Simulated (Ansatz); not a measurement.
```yaml
crystal:
  periodic: [false, false, false]
  atoms:
    - {symbol: N, position_ang: [2.440794, 0.222543, 1.926381]}
    - {symbol: C, position_ang: [1.632275, 0.153550, 1.136294]}
    - {symbol: Sn, position_ang: [0.197948, 0.054337, -0.338735]}
    - {symbol: F, position_ang: [1.021811, 0.105496, -1.952771]}
    - {symbol: C, position_ang: [-1.161149, 1.604699, -0.151369]}
    - {symbol: N, position_ang: [-1.883865, 2.450888, -0.024228]}
    - {symbol: C, position_ang: [-0.816880, -1.852539, -0.251076]}
    - {symbol: N, position_ang: [-1.337758, -2.827939, -0.175976]}
basis:
  gaussian: {orbitals: def2-TZVP, final_grid: {core_spheres: 5, valence_spheres: 4, degree: 11}}
hamiltonian: {xc: {name: CAM-B3LYP}}
```

```sh
$ ansatz run in.yaml --threads 4 --pin off --events-out ev --progress --plain --max-ram 11315MiB
```

It prints (some lines left out):

```
Functional definition: CAM-B3LYP
1593 factors; their error is unknown
348 factors; integrals over basis functions are off by at most 8.1e-6 eV
mean field evaluation 1: about -16112.7944 eV, gradient 8.6e1 eV
mean field evaluation 2: about -16090.1629 eV, gradient 1.4e2 eV
mean field evaluation 4: about -16126.7356 eV, gradient 6.8e0 eV
mean field evaluation 8: about -16126.7848 eV, gradient 1.6e0 eV
mean field evaluation 16: about -16126.8644 eV, gradient 2.2e-3 eV
mean field -16126.86436762 eV, -592.6513343287 hartree, gradient 5.5e-5 eV, S^2 0.000000; 0 other end points of the search recorded, 0 dependent functions left out
reference -16126.86444305 eV, -592.6513371008 hartree; 35, 35 occupied and 232, 232 virtual orbitals, 1593 factors
Total energy: -16126.86444305 eV, -592.6513371008 hartree
```

It took 3.8 s on 4 threads of an Arm Neoverse V1 on a shared host, with 0.68 GiB of host memory at the peak.
